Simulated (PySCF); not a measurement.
A structure optimised at PBE-D3(BJ)/def2-SVP, used in a PySCF frequency run:

```
C
Br 1 1.8255
Br 1 1.8255 2 120.00
Br 1 1.8255 2 120.00 3 180.00
```
Charge +1, spin multiplicity 1.

**Question.** Write its SMILES, formula and point group.

**Answer.** Br[C+](Br)Br, CBr3, D3h

**Question.** What are its rotational constants (standard atomic weights)?

**Answer.** 1.2653, 1.2653, 0.63267 GHz
